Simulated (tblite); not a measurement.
C₈H₅Cl.
SMILES: `c1(c(Cl)cccc1)C#C`

Level: GFN2-xTB in tblite, geometry and Hessian alike; calculated harmonic values, unscaled, isolated species. The method is semi-empirical: single wavenumbers can be off by several per cent or more.

Harmonic wavenumbers (cm⁻¹): 107.7, 111.0, 184.0, 257.3, 325.2, 359.0, 422.6, 484.3, 500.4, 504.6, 630.8, 663.1, 676.2, 688.8, 777.6, 780.5, 878.6, 912.9, 925.2, 1027.1, 1086.2, 1150.1, 1177.5, 1225.2, 1244.5, 1311.2, 1412.3, 1449.3, 1561.1, 1582.9, 2258.2, 3085.3, 3091.8, 3098.9, 3105.8, 3396.9.

A = 2029, B = 1381, C = 821.5 MHz; mass 136.008 u (most abundant isotopes); point group Cs, symmetry number 1.

Problem. What is the zero-point energy?

Solution. ½Σν̃ = 21227 cm⁻¹ = 253.93 kJ/mol.

Problem. Give the ideal-gas entropy at 400 K and 1 bar in the rigid-rotor, harmonic-oscillator model (classical rotation).

Solution. Translation 176.23, rotation 126.36, vibration 111.96: S = 414.6 J/(mol K).

Problem. And Cp and H(400 K) − H(0)?

Solution. Cp = 167.87 J/(mol K), of which vibrations give 134.62 (their classical limit is 36 R = 299.3); H(400 K) − H(0) = 39.05 kJ/mol without the zero-point energy, 25.74 from vibrations.

Problem. How do the functions run with temperature in this model?

Solution. 
```tsv
T (K)	S (J/(mol K))	Cp (J/(mol K))	H − H(0) (kJ/mol)	G − H(0) (kJ/mol)	ln q(vib)
50	236.8	42.5	1.79	-10.05	0.09
100	271.5	59.6	4.35	-22.81	0.58
298.15	370.2	134.7	23.58	-86.79	3.79
373.15	403.2	159.8	34.65	-115.80	5.21
500	454.9	193.9	57.19	-170.28	7.67
750	542.6	237.6	111.62	-295.34	12.45
1000	614.9	264.1	174.59	-440.30	16.90
```

q(vib) and H(0) count from the zero-point level.

Problem. What must be added to the electronic energy to get the Gibbs energy at 400 K and 1 bar?

Solution. ZPE + [H(400 K) − H(0)] − T·S = 253.93 + 39.05 − 165.82 = 127.16 kJ/mol.

Problem. Which modes carry the vibrational entropy at 400 K?

Solution. 107.7 cm⁻¹: 16.25; 111.0 cm⁻¹: 16.00; 184.0 cm⁻¹: 11.90; 257.3 cm⁻¹: 9.25; 325.2 cm⁻¹: 7.47; 359.0 cm⁻¹: 6.74 J/(mol K); the other 30 give 44.34 together.

Hindered rotation and anharmonicity are outside this model.

On one thread of an Arm Neoverse V1, shared host with 32 logical CPUs at a one-minute load of 9.6, this took 0.47 s. The figure is for the frequency step alone.
